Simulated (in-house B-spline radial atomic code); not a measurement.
# HSE06 excitations of the nitrogen ion N⁵⁺

Method: HSE06. Computed with a B-spline radial code for spherical atoms: linear response of the closed shell 1s2 with the functional's adiabatic kernel; non-relativistic, point nucleus, no spin-orbit coupling, no double excitations, S, P, D and F terms only.

Command:
```bash
python run_td.py task.json out
```
Settings (radii: box in bohr, nucleus in fm):
```
Z                        7
electrons                2
configuration            1s2
hamiltonian              nr
method                   hse06
box_radius               16.35
intervals                47
```

Run time, properties included: 0.1 s on 1 thread of Arm Neoverse N1, with other jobs on the host.

The lowest states, in the order of their Tamm-Dancoff energies; the method's threshold (minus the highest occupied level) is 521.15 eV. Labels give the largest channel, * marks a mixed state, and oscillator strengths are full-response dipole values. Semilocal kernels can invert the small singlet-triplet splittings of Rydberg terms. Energies in eV:

| state | full response | Tamm-Dancoff | oscillator strength |
| --- | --- | --- | --- |
| 1s → 2s 3S | 408.64 | 408.67 | - |
| 1s → 2s 1S | 415.05 | 415.14 | - |
| 1s → 2p 3P | 415.81 | 415.83 | - |
| 1s → 2p 1P | ? | ? | ? |
| 1s → 3s 3S | 475.37 | 475.38 | - |
| 1s → 3s 1S | ? | ? | - |
| 1s → 3p 3P | 477.51 | 477.52 | - |
| 1s → 3p 1P | 478.58 | 478.58 | 0.125 |
| 1s → 3d 3D | 479.25 | 479.25 | - |
| 1s → 3d 1D | 479.29 | 479.29 | - |

(1) Where does 1s → 3s 1S lie?

(2) Where does 1s → 2p 1P lie?

(3) How large is the singlet-triplet splitting of 1s → 2s (S terms) in Tamm-Dancoff?

(4) What polarisabilities and dispersion coefficient does the method give?

Answers

(1) At 476.92 eV in full response, 476.94 eV in Tamm-Dancoff.

(2) At 420.05 eV in full response, 420.08 eV in Tamm-Dancoff, oscillator strength 0.617.

(3) 6.47 eV, from the unrounded values.

(4) Dipole 0.004754 bohr³, quadrupole 0.0004024 bohr⁵, C6 0.0003102 hartree·bohr⁶ for two such species.
